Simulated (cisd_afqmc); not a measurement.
Input (AFQMC/CISD/def2-SVP; cisd_afqmc is a phaseless AFQMC code with CISD trial states that reads the integrals written by Ansatz):

Ansatz 0.2 input:
```python
import cisd_afqmc

open("ham.yaml", "w").write("""\
crystal:
  periodic: [false, false, false]
  atoms:
    - {symbol: I, position_ang: [-0.00000000, -0.00000000, -0.03033808]}
    - {symbol: H, position_ang: [0.00000000, 0.00000000, 1.60791815]}
basis:
  gaussian:
    orbitals: def2-SVP
total_charge: 1
magnetization: {spin_polarized: true, initial_magnetization: 1}
correlation: {method: ccsd, electrons: outside_noble_gas, hamiltonian_folder: ham}
""")
rep = cisd_afqmc.ansatz("ham.yaml")
e_ccsd = rep["correlation"]["coupled_cluster"]["energy"]["hartree"]
out = cisd_afqmc.run("ham", e_ccsd, trial="CISD", walkers=200, populations=8, threads=8, dt=0.005, steps=40, early=36, settle=10, least=32,
    cut=5e-5, rank_cut=2e-4, target=0.0004, seconds=1500, seed=1, memory=17280, gpu=False)
```

Output:

```
orbitals 22, occupied [4, 3], factors 110 of 385, rank of the doubles 73 of 129
E(HF) = -296.875972
E(CCSD) on the cut factors = -296.979810, shift to the whole factors -0.000001
Energy of the trial state on the determinant = -296.979732
  tau behind 10.8 of longer steps, mean of the populations' last blocks
   2.0  -296.98198
   4.0  -296.98170
   6.0  -296.98194
   8.0  -296.98182
blocks 256 (1 outliers left out), error by blocks joined: 1: 0.00004, 2: 0.00005, 4: 0.00006, 8: 0.00007, 16: 0.00009
E(AFQMC/CISD) = -296.98178 +/- 0.00009
```

The error still grows at the longest joins of blocks, or few joins were possible, so the printed bar may be too narrow.
